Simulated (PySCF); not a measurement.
Two species compared at the same levels of theory.

First species: C₅H₇NS.
Z-matrix (Å and degrees, GFN2-xTB geometry), rows numbered from 1:
```
C 
S   1  1.8156
C   2  1.7580  1  101.12
C   3  1.4141  2  123.67  1   179.93
C   4  1.3661  3  106.96  2   179.99
N   5  1.3571  4  108.41  3    -0.02
C   6  1.3635  5  109.57  4     0.02
H   1  1.0861  2  109.65  3   -61.05
H   1  1.0853  2  106.27  3  -179.97
H   1  1.0861  2  109.67  3    61.05
H   4  1.0704  3  125.71  2    -0.04
H   5  1.0719  4  130.03  3   179.96
H   6  1.0058  5  125.57  4   179.97
H   7  1.0708  3  131.18  2     0.01
```

Second species: C6H8F3N3.
Numbering: `[CH3:1][CH:2]([CH3:3])[n:4]1[n:5][n:6][cH:7][c:8]1[C:9]([F:10])([F:11])[F:12]` (hydrogens: H13, H14, H15 on C1; H16 on C2; H17, H18, H19 on C3; H20 on C7)

Levels: PBE0/pcSseg-1 for dipole moment, HOMO energy, LUMO energy and HOMO–LUMO gap; GFN2-xTB for rotational constant A and rotational constant C. Geometries: GFN2-xTB. Each species is one conformer at its optimised geometry, gas phase, non-relativistic unless stated. Electronic properties by PySCF.

Dipoles, sizes and rotational constants follow the conformer. The torsions of the flexible species, by atom-mapped SMILES:
- `[CH3:1][S:2][c:3]1[cH:4][cH:5][nH:6][cH:7]1`: C1–S2–C3–C4 180°
- `[CH3:1][CH:2]([CH3:3])[n:4]1[n:5][n:6][cH:7][c:8]1[C:9]([F:10])([F:11])[F:12]`: C1–C2–N4–N5 79°, C7–C8–C9–F10 -122°

Values for the first species:

```
Dipole moment         : 3.21 D
HOMO energy           : -5.51 eV
LUMO energy           : 1.05 eV
HOMO–LUMO gap         : 6.56 eV
Rotational constant A : 5.799 GHz
Rotational constant C : 1.204 GHz
```

Question: Estimate the same properties for the second species, and the change in each.

Answer: 
```csv
property,first,second,second less first
dipole moment,3.21 D,2.59 D,-0.62 D
HOMO energy,-5.51 eV,-8.01 eV,-2.50 eV
LUMO energy,1.05 eV,-0.83 eV,-1.88 eV
HOMO–LUMO gap,6.56 eV,7.18 eV,+0.62 eV
rotational constant A,5.799 GHz,1.326 GHz,-4.473 GHz
rotational constant C,1.204 GHz,0.624 GHz,-0.580 GHz
```

On the first: In atomic units the dipole is 1.26 e·bohr (1 au = 2.5417 D). A dipole of 3.21 D is allowed in Cs, and pure rotational transitions are dipole-allowed.

On the second: The dipole matches unit charges of opposite sign 0.54 Å apart (1 e·Å = 4.8032 D).
